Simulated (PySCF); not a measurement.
cyclobutene (C4H6), SMILES C1=CCC1. Heavy atoms are numbered as in [CH:1]1=[CH:2][CH2:3][CH2:4]1. Hydrogens are named by the atom that carries them.

The structure is a stationary point at B3LYP-D3(BJ)/def2-SVP.

Computed with PBE/pcSseg-1 (PySCF).

GIAO shieldings, no solvent; atoms alike by connectivity are averaged. δ = σ(ref) − σ: ¹³C against TMS (σ = 182.0 ppm); ¹H against TMS (σ = 31.49 ppm), references at their B3LYP-D3(BJ)/def2-TZVP geometries, non-relativistic.

Computed chemical shifts:
```tsv
nucleus	atoms	count	δ (ppm)
¹³C	C1 (CH)	2	147.4
¹³C	C3 (CH2)	2	38.4
¹H	H on C1	2	6.56
¹H	H on C3	4	3.02
```
